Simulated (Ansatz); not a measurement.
`N=[C](Cl)[Al]([F])[SiH3]`, relaxed with RKS PBE0-D4/def2-TZVP in the Gaussian-basis code of Ansatz from a PBE-D4/def2-SVP geometry. The force threshold is 0.005 eV/Å; the program also tests the step.

Total charge 0; spin multiplicity 1.

Start:

```xyz
10

N    -1.468   -1.826   -0.619
C    -1.779   -0.657   -0.221
Cl   -3.518   -0.281   -0.052
Al   -0.567    0.851    0.251
F    -1.203    2.351    0.651
Si    1.851    0.455    0.187
H    -0.436   -1.920   -0.677
H     2.261    0.057   -1.210
H     2.212   -0.692    1.098
H     2.647    1.663    0.593
```

Question: By how much does the energy fall, and how many steps does the optimiser take? (Estimate.)

Answer: The calculation gave: 5.12 kJ/mol, in 12 steps.

Question: Which bonds change most? (Best estimate.)

Answer: Ansatz gave: Al4–F5 from 1.678 to 1.644 Å; C2–Cl3 from 1.788 to 1.759 Å; Si6–H8 from 1.509 to 1.490 Å; Si6–H9 from 1.508 to 1.490 Å.

Question: Give the relaxed structure. (An estimate is asked.)

Answer: Computed: 
```xyz
10

N    -1.455   -1.792   -0.585
C    -1.792   -0.634   -0.226
Cl   -3.516   -0.290   -0.144
Al   -0.560    0.837    0.257
F    -1.181    2.291    0.706
Si    1.853    0.446    0.167
H    -0.438   -1.891   -0.601
H     2.252    0.057   -1.214
H     2.218   -0.678    1.075
H     2.620    1.654    0.566
```
